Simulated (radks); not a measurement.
Kinetic energies: the exact non-interacting value of the Kohn-Sham orbitals and orbital-free approximations, as 100 (|E| - |E exact|)/|E exact|, negative where the magnitude is too small. Species: Ba+ [Xe] 6s1; Au [Xe] 4f14 5d10 6s1; Nb13+ [Ar] 3d10. All-electron calculation, non-relativistic Kohn-Sham, PBE, spin-polarised, spherical densities, point nucleus. Program: a radial shooting solver on a logarithmic mesh with Libxc functionals. Every spin shell is full or empty, so the densities are truly spherical. Functionals are evaluated on that one density, not self-consistently.

exact (hartree): Ba+ 7882.87; Au 17864.8; Nb13+ 3697.17
Thomas-Fermi: Ba+ -5.15; Au -4.65; Nb13+ -5.65
von Weizsacker: Ba+ -59.95; Au -64.44; Nb13+ -54.75
TF + vW: Ba+ +34.90; Au +30.91; Nb13+ +39.60
TF + vW/9: Ba+ -0.70; Au -0.69; Nb13+ -0.62
TF + vW/5: Ba+ +2.86; Au +2.47; Nb13+ +3.40
revAPBEK: Ba+ +0.25; Au +0.17; Nb13+ +0.39
Perdew 92: Ba+ -0.69; Au -0.69; Nb13+ -0.61
Thakkar: Ba+ -0.64; Au -0.79; Nb13+ -0.44
Pearson: Ba+ -0.92; Au -0.85; Nb13+ -0.99
LKT: Ba+ +18.34; Au +15.98; Nb13+ +21.38
PG1: Ba+ +14.38; Au +12.45; Nb13+ +16.95
DePristo-Kress: Ba+ -0.14; Au -0.21; Nb13+ -0.01
Ernzerhof: Ba+ -0.44; Au -0.48; Nb13+ -0.25
